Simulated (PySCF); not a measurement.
As⁺: interval between two levels

As⁺ [Ar] 3d10 4s2 4p2 [3P2, M_J = 2] → As⁺ [Ar] 3d10 4s2 4p1 4d1 [3F4, M_J = 4], as a difference of total energies. Computed with PySCF 2.14 in x2c-SVPall-2c with one added diffuse shell each of s, p, d type (6s7p4d, 47 functions), with the two-component X2C-1e Hamiltonian. Correlated levels: [Ne] frozen. "Screened" scales the spin-orbit matrix elements by Boettger's factors to mimic the two-electron term; Breit and QED terms are absent.

```json
{"method": "GHF (spin-free)", "interval between two levels (cm⁻¹)": "86046"}
{"method": "GMP2 (spin-free)", "interval between two levels (cm⁻¹)": "89881"}
{"method": "GHF (screened spin-orbit)", "interval between two levels (cm⁻¹)": "86340"}
{"method": "GMP2 (screened spin-orbit)", "interval between two levels (cm⁻¹)": "90150"}
```

The labels give the starting determinants; with spin-orbit coupling the two ends relaxed to ⟨J²⟩ = 6.01, ⟨L²⟩ = 2.10, ⟨S²⟩ = 1.96 and ⟨J²⟩ = 20.02, ⟨L²⟩ = 12.01, ⟨S²⟩ = 2.01.

The promoted electron is Rydberg-like, and one or two diffuse shells describe it only roughly, which tends to raise the upper state.
